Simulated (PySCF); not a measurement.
C₃H₇S, SMILES C[C](C)S, multiplicity 2. Coordinates come from a B3LYP-D3(BJ)/def2-SVP optimisation. The isomer is the one that the SMILES or the coordinates give; other isomers of the formula were not compared. The values are those of a single conformer.

Q: Give the equilibrium geometry at B3LYP-D3(BJ)/def2-SVP (PySCF confirms it by a frequency run) as bond lengths and angles. (An estimate is asked for; the answer gives what the named calculation found.)

A: This is not unique; one that fits is 
Atoms: C1 C2 C3 S4 H5 H6 H7 H8 H9 H10 H11. Bonds (Å): C1–C2 1.495, C1–H5 1.111, C1–H6 1.103, C1–H7 1.102, C2–C3 1.494, C2–S4 1.761, C3–H8 1.103, C3–H9 1.111, C3–H10 1.103, S4–H11 1.354. Bond angles (°): C2–C1–H5 112.5, C2–C1–H6 110.4, C2–C1–H7 111.9, H5–C1–H6 106.7, H5–C1–H7 107.1, H6–C1–H7 108.0, C1–C2–C3 120.3, C1–C2–S4 115.1, C3–C2–S4 120.0, C2–C3–H8 112.2, C2–C3–H9 112.3, C2–C3–H10 110.5, H8–C3–H9 106.8, H8–C3–H10 107.8, H9–C3–H10 107.0, C2–S4–H11 97.5.
Charge 0, spin multiplicity 2.
